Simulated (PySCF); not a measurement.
`CCC(CC)C(C)=O`, C$_{7}$H$_{14}$O

Geometry:
```json
{"atom": "C1", "x (Å)": "2.373", "y (Å)": "-0.129", "z (Å)": "0.898"}
{"atom": "C2", "x (Å)": "1.355", "y (Å)": "-0.773", "z (Å)": "-0.029"}
{"atom": "C3", "x (Å)": "-0.068", "y (Å)": "-0.228", "z (Å)": "0.127"}
{"atom": "C4", "x (Å)": "-1.059", "y (Å)": "-0.993", "z (Å)": "-0.754"}
{"atom": "C5", "x (Å)": "-2.509", "y (Å)": "-0.572", "z (Å)": "-0.571"}
{"atom": "C6", "x (Å)": "-0.088", "y (Å)": "1.251", "z (Å)": "-0.254"}
{"atom": "C7", "x (Å)": "-0.496", "y (Å)": "2.235", "z (Å)": "0.808"}
{"atom": "O8", "x (Å)": "0.216", "y (Å)": "1.598", "z (Å)": "-1.371"}
{"atom": "H9", "x (Å)": "2.485", "y (Å)": "0.948", "z (Å)": "0.693"}
{"atom": "H10", "x (Å)": "3.367", "y (Å)": "-0.585", "z (Å)": "0.777"}
{"atom": "H11", "x (Å)": "2.084", "y (Å)": "-0.240", "z (Å)": "1.956"}
{"atom": "H12", "x (Å)": "1.330", "y (Å)": "-1.863", "z (Å)": "0.141"}
{"atom": "H13", "x (Å)": "1.656", "y (Å)": "-0.623", "z (Å)": "-1.079"}
{"atom": "H14", "x (Å)": "-0.376", "y (Å)": "-0.329", "z (Å)": "1.184"}
{"atom": "H15", "x (Å)": "-0.756", "y (Å)": "-0.844", "z (Å)": "-1.804"}
{"atom": "H16", "x (Å)": "-0.952", "y (Å)": "-2.070", "z (Å)": "-0.544"}
{"atom": "H17", "x (Å)": "-3.182", "y (Å)": "-1.180", "z (Å)": "-1.193"}
{"atom": "H18", "x (Å)": "-2.665", "y (Å)": "0.480", "z (Å)": "-0.858"}
{"atom": "H19", "x (Å)": "-2.833", "y (Å)": "-0.686", "z (Å)": "0.477"}
{"atom": "H20", "x (Å)": "-1.508", "y (Å)": "1.994", "z (Å)": "1.170"}
{"atom": "H21", "x (Å)": "0.177", "y (Å)": "2.147", "z (Å)": "1.676"}
{"atom": "H22", "x (Å)": "-0.470", "y (Å)": "3.259", "z (Å)": "0.413"}
```

Computed, not measured: quadratic response CAM-B3LYP/aug-cc-pVDZ first hyperpolarisability, Taylor convention, gas phase (PySCF 2.14.0). Geometry: PBE0-D3(BJ)/def2-SVP.

Q: Give the tensor of the second harmonic β(−2ω;ω,ω) at 1064 nm in the axes of these coordinates.

A: In au, Taylor convention; rows are the first index (the induced dipole):
```
      xx     yy     zz     xy     xz    yz
x  +16.3   +8.2  +10.8  +13.6  -23.7  +2.8
y  +13.6  -62.5   -1.7   +8.2   +2.9  +0.5
z  -23.8   +0.6  -78.9   +2.8  +10.7  -1.3
```
Norm of βᵢ = ⅓ Σⱼ (βᵢⱼⱼ + βⱼᵢⱼ + βⱼⱼᵢ): 119.2 au, hyper-Rayleigh value 48.4 au.
